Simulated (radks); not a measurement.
Question: These are the eigenvalues of the occupied orbitals of an atom or ion with whole-number occupations (eV). Method: scalar-relativistic Kohn-Sham, LDA (Slater exchange, Perdew-Zunger correlation), spin-polarised, spherical densities, point nucleus; computed with a radial shooting solver on a logarithmic mesh with Libxc functionals.

1s up: -2820.452
1s down: -2817.028
2s up: -313.5530
2s down: -308.7864
2p up: -256.2049
2p down: -250.6707
3s up: -56.3073
3s down: -51.8551
3p up: -42.2794
4s up: -16.2178

Which element is it, and in what charge state? The configuration may be excited. Open shells, if any, are filled with parallel spins first.

Answer: Z = 17, chlorine, charge +2: Cl2+ in [He] 2s2 2p5 3s2 3p3 4s1. The list shows which subshells hold electrons but not how many an open one holds; the 1s level, -103.65 hartree, gives Z - s = 14.4 by -(Z - s)^2/2, which with screening and relativity narrows Z to a few neighbours, and the depths of the outer levels then fix element, charge and occupations together.
